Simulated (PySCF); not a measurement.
Two-component Hartree-Fock for Nd(4+) (neodymium, charge +4)

Start: [Xe] 4f2; 4f5/2 filled at m_j = +3/2, +5/2. Calculated with PySCF 2.14 in x2c-QZVPPall-2c (16s16p12d6f4g1h, 213 functions): generalised Hartree-Fock with the X2C-1e Hamiltonian and a Gaussian nucleus; one run each with spin-orbit coupling (SO) switched off, then screened by Boettger's factors.

| spinor shell | electrons | ε, spin-free (eV) | ε, screened SO (eV) | weight of nominal j (screened SO) | rms radius, screened SO (bohr) |
| --- | --- | --- | --- | --- | --- |
| 1s1/2 | 2 | -43834.8 | -43828.3 | 1.000 | 0.0269 |
| 2s1/2 | 2 | -7248.1 | -7246.0 | 1.000 | 0.109 |
| 2p1/2 | 2 | -6478.3 | -6843.0 | 1.000 | 0.0938 |
| 2p3/2 | 4 | -6478.3 | -6319.0 | 1.000 | 0.0998 |
| 3s1/2 | 2 | -1663.6 | -1662.9 | 1.000 | 0.283 |
| 3p1/2 | 2 | -1415.4 | -1490.0 | 1.000 | 0.275 |
| 3p3/2 | 4 | -1415.4 | -1382.3 | 1.000 | 0.288 |
| 3d3/2 | 4 | -1070.7 | -1084.5 | 0.999 | 0.260 |
| 3d5/2 | 6 | -1070.7 | -1060.7 | 1.000 | 0.263 |
| 4s1/2 | 2 | -394.07 | -393.81 | 1.000 | 0.642 |
| 4p1/2 | 2 | -309.44 | -326.78 | 0.994 | 0.662 |
| 4p3/2 | 4 | -309.44 | -301.58 | 0.997 | 0.689 |
| 4d3/2 | 4 | -185.45 | -190.12 | 0.904 | 0.747 |
| 4d5/2 | 6 | -185.45 | -182.09 | 0.936 | 0.755 |
| 5s1/2 | 2 | -94.014 | -93.960 | 1.000 | 1.50 |
| 5p1/2 | 2 | -68.853 | -71.885 | 0.978 | 1.63 |
| 5p3/2 | 4 | -68.853 | -67.479 | 0.989 | 1.71 |
| 4f5/2 | 2 | -62.395 | -62.489 | 0.914 | 0.965 |

| quantity | spin-free | screened SO |
| --- | --- | --- |
| E (hartree) | -9614.84068 | -9619.67866 |
| M_J | 4 | 4 |
| ⟨J²⟩ | 22.011 | 20.770 |
| ⟨L²⟩ | 30.010 | 29.642 |
| ⟨S²⟩ | 2.001 | 1.966 |

The determinant has a definite M_J but mixes levels of different J.

Each row is a mean over spinors that exchange with the open shell spreads, by up to 9.881 eV (4d3/2).

Breit and QED terms are absent; they matter most for the inner s and p1/2 levels.

Densities and radii are taken from the X2C orbitals without a picture-change correction, which distorts them close to the nucleus.

Without spin-orbit coupling the j labels of p, d and f shells carry no meaning; the spin-free column gives the mean over the occupied spinors of each nl shell, and its ⟨J²⟩ belongs to a mixture of degenerate components.
